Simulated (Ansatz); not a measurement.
Saddle point of GaH$_{5}$O, singlet (GaH₃O ([OH][GaH2]) + H₂ → GaH₃ + H₂O (still joined by a long Ga–O bond); bonds formed: Ga1–H6, O2–H5; bonds broken: H5–H6; bonds weakened to dative contacts: Ga1–O2), PBE0-D4/def2-TZVP structure:

```xyz
7
angstrom
Ga -0.2388 -0.7374 0.2211
O -0.4128 1.0568 -0.5692
H -0.6639 -1.8382 -0.7890
H -0.3368 -0.6939 1.7770
H 0.8105 0.6006 -0.4617
H 1.4313 -0.1455 -0.2435
H -0.5894 1.7576 0.0651
```

Energies are electronic, without zero-point energy. Barriers and step energies count from the start structure reached by relaxing down the imaginary mode; all methods use the PBE0-D4 structures, on which another method's saddle can fall below an end. Ansatz 0.2.0; basis: def2-TZVPP, with def2-QZVPP for the basis limit; cores frozen in the correlated methods. Filled d shells of the heavier atoms are correlated. The def2 sets are not built for correlating such inner shells, so the correlated values are less sure here. B3LYP uses VWN-RPA correlation. Extrapolation: Hartree–Fock as exp(−7.88 √X), correlation as X^−2.97.

```tsv
method	barrier (eV)	step energy (eV)
SPW92	?	-0.227
PBE-D4	0.798	-0.026
BLYP-D4	0.976	0.083
r2SCAN-D4	?	-0.052
B97M-V	0.918	-0.162
PBE0-D4	0.868	-0.117
B3LYP-D4	1.005	-0.009
r2SCAN0-D4	0.912	-0.120
BHLYP-D4	1.096	-0.099
CAM-B3LYP-D4	0.989	-0.070
wB97X-V	1.015	-0.067
wB97M-V	?	-0.091
B2PLYP	1.040	0.000
PBE-QIDH	0.958	-0.108
RPA on PBE	1.046	-0.027
HF	1.426	-0.118
MP2	1.041	0.010
CCSD	1.098	-0.082
CCSD(T)	1.043	-0.057
```

Q: Fill in the withheld barriers. (An estimate is asked for; the value comes from the calculation.)

A: By the calculation: r2SCAN-D4 0.856; SPW92 0.463; wB97M-V 1.002 eV. Each is the energy of the saddle less that of the start structure, by the same method.

For comparison, the barrier by CCSD(T) at an estimated basis limit (MP2 extrapolated from triple and quadruple zeta, plus CCSD(T) − MP2 in triple zeta) is 1.053 eV.

No T1 diagnostic of these runs exceeds 0.015.

Labels in which every atom is bracketed show which atoms are joined, not bond orders.

For scale, one of the runs: CCSD(T)/def2-TZVPP, 149 basis functions, launched by `ansatz run in.yaml --threads 2 --pin off --events-out ev --progress --plain --max-ram 4352MiB`. Time: 25 s of wall clock on 2 CPU threads; the host was shared. Peak host memory: 0.98 GiB.
